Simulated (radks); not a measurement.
Values are calculated unless marked as measured or tabulated.
Q: Species: neutral scandium. Configuration: [Ar] 3d1 4s2. Level of theory: non-relativistic Kohn-Sham, PBE, spin-polarised, spherical densities, point nucleus; open shells are filled with parallel spins first (a radial shooting solver on a logarithmic mesh with Libxc functionals). Some entries of the table are withheld. Estimate them.

orbital  occ.  eigenvalue (eV)  r(max) (bohr)
1s down     1        -4370.720        0.04836
1s up       1        -4370.714        0.04836
2s up       1        -469.5641         0.2859
2s down     1        -469.3495         0.2859
2p up       3        -387.7136         0.2333
2p down     3        -387.5490         0.2332
3s up       1         -54.7399         0.9328
3s down     1         -53.9506         0.9325
3p up       3         -33.9234         0.9706
3p down     3         -33.1336         0.9700
4s up       1          -4.2652          3.112
4s down     1          -4.0034          3.178
3d up       1              (1)          1.092
3d down     0              (2)          1.094

A: 
(1) 3d up eigenvalue (eV): -3.6515
(2) 3d down eigenvalue (eV): -2.9739
